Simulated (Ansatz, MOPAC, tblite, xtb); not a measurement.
Breaking a bond: MgC, lowest triplet found (which spin is the ground state isn't settled by this scan).

- PM6, unrestricted, heats of formation (MOPAC)
- GFN2-xTB, 300 K electronic temperature (tblite)
- GFN1-xTB (xtb)
- FCI = full CI/aug-cc-pVDZ, frozen core in Ansatz (a first-principles code)

Energies relative to the lowest point of each curve between 1.81 and 2.60 Å, where full CI is lowest, in kcal/mol; the last columns give the difference from FCI:

| R / Å | PM6 | GFN2-xTB | GFN1-xTB | FCI | PM6 − FCI | GFN2-xTB − FCI | GFN1-xTB − FCI |
|---|---|---|---|---|---|---|---|
| 1.58 | 86.4 | 51.1 | 45.4 | 63.1 | 23.3 | -12.1 | -17.8 |
| 1.68 | 44.5 | 23.2 | 20.1 | 35.6 | 8.9 | -12.4 | -15.5 |
| 1.81 | 14.4 | 6.0 | 4.8 | 14.5 | -0.1 | -8.4 | -9.6 |
| 1.87 | 7.0 | 2.5 | 1.8 | 8.7 | -1.6 | -6.2 | -6.9 |
| 1.99 | 0.4 | 0.0 | 0.0 | 2.0 | -1.6 | -2.0 | -2.0 |
| 2.06 | 0.0 | 0.4 | 0.6 | 0.4 | -0.4 | 0.0 | 0.2 |
| 2.11 | 0.8 | 1.3 | 1.5 | 0.0 | 0.8 | 1.3 | 1.5 |
| 2.20 | 3.6 | 3.7 | 3.8 | 0.4 | 3.1 | 3.3 | 3.4 |
| 2.24 | 5.2 | 5.0 | 5.0 | 1.0 | 4.2 | 4.0 | 4.0 |
| 2.33 | 9.2 | 8.4 | 8.0 | 2.8 | 6.4 | 5.6 | 5.2 |
| 2.44 | 14.3 | 13.0 | 12.0 | 5.8 | 8.6 | 7.2 | 6.2 |
| 2.60 | 21.1 | 20.0 | 18.0 | 10.6 | 10.5 | 9.4 | 7.3 |
| 2.73 | 25.7 | 25.7 | 22.7 | 14.6 | 11.2 | 11.2 | 8.1 |
| 2.91 | 30.7 | 33.4 | 28.6 | 19.3 | 11.4 | 14.0 | 9.2 |
| 3.18 | 35.6 | 43.4 | 35.3 | 24.5 | 11.1 | 18.8 | 10.7 |
| 3.46 | 38.3 | 51.5 | 40.1 | 27.7 | 10.6 | 23.8 | 12.4 |
| 3.85 | 39.9 | 59.9 | 44.5 | 29.8 | 10.0 | 30.1 | 14.7 |
| 4.30 | 40.4 | 66.4 | 47.4 | 30.8 | 9.6 | 35.7 | 16.6 |
| 4.78 | 40.5 | — | 48.9 | 31.1 | 9.4 | — | 17.7 |
| 5.40 | 40.5 | — | 49.6 | 31.3 | 9.2 | — | 18.3 |
| 6.33 | 40.5 | — | — | 31.4 | 9.1 | — | — |
| 7.38 | 40.5 | — | — | 31.5 | 9.1 | — | — |

PM6 is furthest from FCI at 1.58 (23.3 kcal/mol, above); its mean absolute difference over the points is 7.7 kcal/mol.

GFN2-xTB is furthest from FCI at 4.30 (35.7 kcal/mol, above); its mean absolute difference over the points is 11.4 kcal/mol.

GFN1-xTB is furthest from FCI at 5.40 (18.3 kcal/mol, above); its mean absolute difference over the points is 9.4 kcal/mol.

A dash means that the run gave no value there, or that the column was ended at a point which the program doubted or which failed a test of continuity chosen for this set; such a test can also cut sound points.

Also computed but left out beside FCI, since their determinant holds another spin at the minimum (<S²> over 0.7 above the pure value): UHF, UMP2, UCCSD, UCCSD(T), UCCSDT, UCCSDT(Q), UHF/LANL2DZ, UHF/STO-3G, UMP2/6-31G*.
